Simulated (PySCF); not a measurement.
Si(Cl)(OH)2(NH2) (ClH4NO2Si), SMILES N[Si](O)(O)Cl. Atoms are numbered in the order given.

```xyz
9

N      1.7910    -0.3024    -0.1578
Si     0.1232    -0.0224    -0.3382
O     -0.2384     1.3801    -1.1297
O     -0.6250    -1.2054    -1.2022
Cl    -0.6169     0.0646     1.5935
H      2.1325    -0.7294     0.6945
H      2.3552    -0.5537    -0.9617
H      0.1214     2.1860    -0.7476
H     -1.4774    -0.9682    -1.5809
```
Charge 0, spin multiplicity 1.

Coordinates come from a PBE0-D3(BJ)/def2-SVP optimisation. Other conformers were not sampled.

All values below come from PBE/pcSseg-1 (PySCF).

GIAO shieldings, no solvent; atoms listed in one row are averaged. δ = σ(ref) − σ: ¹⁵N against NH3 (σ = 267.0 ppm); ²⁹Si against TMS (σ = 335.4 ppm); ¹⁷O against H2O (σ = 334.3 ppm); ³⁵Cl against HCl (σ = 936.5 ppm); ¹H against TMS (σ = 31.49 ppm), references at their B3LYP-D3(BJ)/def2-TZVP geometries, non-relativistic (without spin–orbit terms, shifts of atoms bonded to Cl or Br come out too high).

Q: Estimate the chemical shifts. (Estimate from the structure and the level; the computed values follow.)

A: 
```
nucleus  atoms  count  δ (ppm)
-------  -----  -----  -------
¹⁵N         N1      1     37.6
²⁹Si       Si2      1    -36.6
¹⁷O         O3      1     83.1
¹⁷O         O4      1     74.2
³⁵Cl       Cl5      1     61.3
¹H          H9      1     2.35
¹H          H8      1     2.03
¹H          H6      1     1.19
¹H          H7      1     0.99
```
